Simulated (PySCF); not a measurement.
PySCF 2.14 output of an unrestricted BLYP calculation on a single atom or ion in aug-cc-pVDZ-DK, with scalar relativity by spin-free X2C-1e:

```
SCF conv_tol = 1e-09
number electrons alpha = 9  beta = 8
    A. D. Becke.,  Phys. Rev. A 38, 3098 (1988)
    C. Lee, W. Yang, and R. G. Parr.,  Phys. Rev. B 37, 785 (1988)
    B. Miehlich, A. Savin, H. Stoll, and H. Preuss.,  Chem. Phys. Lett. 157, 200 (1989)
cycle= 1 E= -399.281435514815  delta_E= -0.0077  |g|= 0.00853  |ddm|= 0.434
cycle= 2 E= -399.281440294416  delta_E= -4.78e-06  |g|= 0.00771  |ddm|= 0.0362
cycle= 3 E= -399.281479235751  delta_E= -3.89e-05  |g|= 0.00421  |ddm|= 0.0304
cycle= 4 E= -399.281494268878  delta_E= -1.5e-05  |g|= 0.000146  |ddm|= 0.0109
cycle= 5 E= -399.281494299646  delta_E= -3.08e-08  |g|= 4.88e-05  |ddm|= 0.000751
cycle= 6 E= -399.281494302115  delta_E= -2.47e-09  |g|= 1.43e-06  |ddm|= 0.000145
cycle= 7 E= -399.281494302118  delta_E= -2.84e-12  |g|= 2.84e-07  |ddm|= 7.27e-06
converged SCF energy = -399.281494302118  <S^2> = 0.75309317  2S+1 = 2.0030908
```

The run itself started from symmetry-adapted Hartree-Fock orbitals and held the occupation by maximum overlap, on a logarithmic radial grid, so the iterations belong to that start.

Problem. Which element, charge and spin multiplicity is this?

Solution. S⁻ (sulfur, charge -1), multiplicity 2; the state was [Ne] 3s2 3p5, 2P determinant.

At BLYP the highest occupied level has a positive energy, so only the finite basis holds that electron; in a semilocal or global hybrid functional this comes from self-interaction and does not mean that the real anion is unbound.
